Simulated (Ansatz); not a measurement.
`[BH2][AlH][OH]` + `[F][Zn][Br]` → `[OH][AlH][Zn][F]` + `BBr`  (redistribution)

Calculated with Ansatz (gas phase, PBE0-D4/def2-TZVP geometries, no zero-point term in ΔE). CCSD(T)/CBS is the MP2 limit (def2-TZVPP, def2-QZVPP) plus CCSD(T) − MP2 in def2-TZVPP, frozen cores. Functionals use def2-TZVPP. HSE06 is defined as in plane-wave codes. For Br, Zn outer-core shells are correlated without core-valence functions, which leaves a few kJ/mol of doubt a bond. Scalar relativity is left out up to krypton. Each species was taken in one conformer, which may not be the lowest.

`[BH2][AlH][OH]`:

```xyz
7

B     1.029    0.635    0.942
Al   -0.496   -0.438   -0.071
O    -0.712   -0.071   -1.720
H     0.825    1.673    1.506
H     2.159    0.241    1.016
H    -1.435   -1.543    0.592
H    -1.370   -0.497   -2.266
```

`[F][Zn][Br]`:

Z-matrix (Å, degrees):
```
Zn
F 1 1.742
Br 1 2.210 2 180.0
```

`[OH][AlH][Zn][F]`:

Cartesian coordinates in Å:
```
O -1.186 -1.254 0.264
Al -0.246 0.120 0.597
Zn 1.291 0.720 -1.208
F 2.406 1.160 -2.510
H -1.832 -1.614 0.870
H -0.434 0.868 1.987
```

`BBr`:

```xyz
4

B    -0.115    0.124   -0.099
Br    0.993   -1.076    0.855
H    -0.852    0.814    0.527
H    -0.027    0.138   -1.284
```

```
         level  ΔE (kJ/mol)  difference from CCSD(T)/CBS
     r2SCAN-D4        -43.6                        -14.1
        B97M-V        -42.8                        -13.3
      PBE-QIDH        -32.8                         -3.3
           PBE        -54.8                        -25.3
        revPBE        -52.1                        -22.6
        r2SCAN        -43.7                        -14.2
         HSE06        -40.3                        -10.8
 CCSD/def2-SVP        -23.1                          6.4
MP2/def2-QZVPP        -35.1                         -5.6
 MP2/CBS(def2)        -34.2                         -4.7
   CCSD(T)/CBS        -29.5                            0
```

Largest T1 diagnostic among the species: 0.016.

From r2SCAN to r2SCAN0 (25 % exact exchange), in def2-TZVPP and without D4, ΔE moves by +8.5 kJ/mol. In def2-TZVPP, CCSD(T) changes the Hartree–Fock value by −32.4 kJ/mol (the triples alone add −5.8 kJ/mol) and MP2 by −37.2 kJ/mol.
